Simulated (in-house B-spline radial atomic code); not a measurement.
A fraction x of an electron is removed from 3p in Br2+, starting from [Ar] 3d10 4s2 4p3 and keeping the highest spin. All numbers are computed (scalar-relativistic (X2C) HSE06, spin-polarised, spherical fractional occupations; Fermi nucleus of rms radius 4.1629 fm) with a B-spline radial code for spherical atoms, not measured.

Caution: exact exchange at fractional occupations of open shells leaves self-interaction of up to several eV.

| x | E(x) - E(0) (eV) | 3p down level (eV) |
| --- | --- | --- |
| 0 | 0.0000 | -204.839 |
| 0.2 | 41.4345 | -209.517 |
| 0.34 | 70.9988 | -212.836 |
| 0.48 | ? | ? |
| 0.5 | 105.3587 | -216.670 |
| 0.6 | ? | ? |
| 0.74 | 158.0578 | -222.503 |
| 0.86 | 184.9351 | -225.455 |
| 0.97 | 209.8849 | -228.181 |
| 1 | 216.7416 | -228.927 |

Task: What belongs in the row x = 0.48?

Result: An energy change of 101.0301 eV; 3p down at -216.188 eV.

Task: What belongs in the row x = 0.6?

Result: An energy change of 127.1467 eV; 3p down at -219.089 eV.

Task: Check Janak's theorem between x = 0.2 and 0.34.

Result: The slope of the energy is 211.17 eV; the orbital levels give 211.18 eV (-ε of the emptying orbital, averaged over the two points).
